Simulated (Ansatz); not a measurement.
`F/C=C(F)/C(F)=C/F` + CH₃OH → `CO/C(F)=C/F` + `F/C=C/F`  (substitution at a C–C bond)

Calculated with Ansatz (gas phase, PBE0-D4/def2-TZVP geometries, no zero-point term in ΔE). CCSD(T)/CBS is the MP2 limit (def2-TZVPP, def2-QZVPP) plus CCSD(T) − MP2 in def2-TZVPP, frozen cores. This one scheme is used for every species. Double bonds are as drawn, so ΔE can hold a change between cis and trans. Functionals use def2-TZVPP. One conformer a species, not always the lowest.

Question: Is it downhill or uphill in electronic energy at CCSD(T)/CBS, and by how much? (Estimate.)

Answer: Computed: Uphill: ΔE = +36.6 kJ/mol.

Question: What do these levels give: PBE-D4, PBE0-D4, ωB97X-V, ωB97M-V, r2SCAN, PBE0, HF/def2-TZVPP, MP2/def2-TZVPP, CCSD(T)/def2-TZVPP, HF/def2-QZVPP, MP2/def2-QZVPP, HF/CBS(def2)? (Estimate.)

Answer: Computed: PBE-D4 36.8, PBE0-D4 36.9, ωB97X-V 28.4, ωB97M-V 30.0, r2SCAN 38.3, PBE0 35.6, HF/def2-TZVPP 24.0, MP2/def2-TZVPP 39.1, CCSD(T)/def2-TZVPP 33.9, HF/def2-QZVPP 25.1, MP2/def2-QZVPP 41.1, HF/CBS(def2) 25.3 kJ/mol.

Largest T1 diagnostic among the species: 0.013.

In def2-TZVPP, CCSD(T) changes the Hartree–Fock value by +9.9 kJ/mol (the triples alone add +1.4 kJ/mol) and MP2 by +15.1 kJ/mol.
